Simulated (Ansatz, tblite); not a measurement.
Spin states of the cluster CuF2, each relaxed with PBE-D4/def2-TZVP in Ansatz. Electronic energies in the gas phase.

The xTB rows come from tblite. LC-ωPBE has ω = 0.4 bohr⁻¹. Correlated methods freeze 11 core orbitals. The structure comes from a short search, and lower isomers may exist.

Doublet geometry (D∞h within 0.1 Å):

```
atom    x (Å)    y (Å)    z (Å)
 Cu1   0.0000   0.0001  -0.0001
  F2  -1.3615   0.3891   1.0072
  F3   1.3616  -0.3892  -1.0071
```

Quartet geometry (C2v within 0.1 Å):

Cartesian coordinates in Å:
```
Cu 0.182 0.437 -0.670
F -0.843 0.801 0.795
F 0.661 -1.238 -0.125
```

Run but left out: LDA (SPW92)/def2-TZVP (doublet: an occupied level 0.21 eV above an empty one).

Only these spin states were relaxed.

Second-order perturbation terms are unreliable where d shells bring near-degenerate states, and here MP2/def2-TZVP lies more than 0.4 eV from the median of the functionals without such a term.

```tsv
level	quartet − doublet (kcal/mol)	lowest of these
B97M-V/def2-TZVP	111.1	doublet
LC-ωPBE/def2-TZVP	130.4	doublet
ωB97M-V/def2-TZVP	130.7	doublet
MP2/def2-TZVP	152.0	doublet
```

(1) Estimate the rows for GFN2-xTB, r2SCANh-D4/def2-TZVP, PBE0-D4/def2-TZVP, CCSD(T)/def2-TZVPP.

(2) How do the metal–ligand distances follow the spin state?

Answers

(1) 
| level | quartet − doublet (kcal/mol) | lowest of these |
| --- | --- | --- |
| GFN2-xTB | 162.0 | doublet |
| r2SCANh-D4/def2-TZVP | 113.8 | doublet |
| PBE0-D4/def2-TZVP | 122.7 | doublet |
| CCSD(T)/def2-TZVPP | 140.0 | doublet |

The xTB methods have no term that favours high spin, so they put low spin too low.

(2) 
```
  state  donor atoms  mean metal–ligand distance (Å)  range (Å)  Mulliken spin on the metal (PBE0)
doublet            2                           1.738  1.74–1.74                               0.89
quartet            2                           1.825  1.83–1.83                               1.94
```

⟨S²⟩ at PBE0-D4/def2-TZVP: doublet 0.75 (pure 0.75), quartet 3.76 (pure 3.75).
